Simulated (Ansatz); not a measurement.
Reaction (SMILES): C[Si](O)(O)O → C[Si]([O])(O)O + H atom (the H-O bond at the site shown breaks; other sites are not compared here)
Structures are relaxed separately at B3LYP-D3(BJ)/def2-TZVP in Ansatz (an electronic-structure program), one conformer each, not searched for the lowest. Frequencies are from Ansatz.

Wanted: bond dissociation energy (0 K, with B3LYP-D3(BJ) harmonic zero-point energies), in kcal/mol. Valence correlation only, unless marked. UHF or UKS for open shells. Spin-orbit coupling is left out. Non-relativistic. CBS(X,Y): correlation extrapolated as X^-3; Hartree-Fock from the larger set.

```
level                           program  bond dissociation energy (kcal/mol)
-----------------------  --------------  -----------------------------------
HSE06-D3(BJ)/def2-TZVPD  Ansatz + dftd3                                114.4
LC-wPBE/def2-TZVPD               Ansatz                                115.6
```

Task: Estimate the value at CCSD(T)/CBS(cc-pV(T+d)Z,cc-pV(Q+d)Z) as computed with Ansatz.

Result: 121.1 kcal/mol
